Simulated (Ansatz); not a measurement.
Calculated with Ansatz (gas phase, PBE0-D4/def2-TZVP geometries, no zero-point term in ΔE). CCSD(T)/CBS adds triple-zeta CCSD(T) − MP2 to the extrapolated MP2 energy (def2 sets, frozen cores). DFT in def2-TZVPP. B3LYP here is the variant with VWN-RPA as its local correlation; programs differ in this. Each species was taken in one conformer, which may not be the lowest.

`N[SiH2]P` + `N[SiH2]O[Si](N)(F)F` → `N[SiH2][Si](N)(F)F` + `N[SiH2]OP`  (redistribution)

Is it downhill or uphill in electronic energy at CCSD(T)/CBS, and by how much? (An estimate is asked.)

Ansatz gave: Uphill: ΔE = +1.93 eV.

What do these levels give: r2SCAN-D4, PBE0-D4, B3LYP-D4, ωB97X-V, ωB97M-V, B3LYP, HF/def2-TZVPP, CCSD(T)/def2-TZVPP, HF/def2-QZVPP, SCS-MP2/def2-QZVPP, HF/CBS(def2), CCSD/CBS(def2)? (Estimate.)

The calculation gave: r2SCAN-D4 1.93, PBE0-D4 1.85, B3LYP-D4 1.82, ωB97X-V 1.82, ωB97M-V 1.89, B3LYP 1.79, HF/def2-TZVPP 1.95, CCSD(T)/def2-TZVPP 1.93, HF/def2-QZVPP 1.95, SCS-MP2/def2-QZVPP 1.91, HF/CBS(def2) 1.95, CCSD/CBS(def2) 1.93 eV.

Largest T1 diagnostic among the species: 0.012.

The D4 term adds +0.04 eV with B3LYP and +0.02 eV with PBE0; it sums over pairs of atoms, weighted by their polarisabilities, and B3LYP, whose exchange is more repulsive, gets the larger term. From PBE to PBE0 (25 % exact exchange), in def2-TZVPP and without D4, ΔE moves by +0.13 eV.
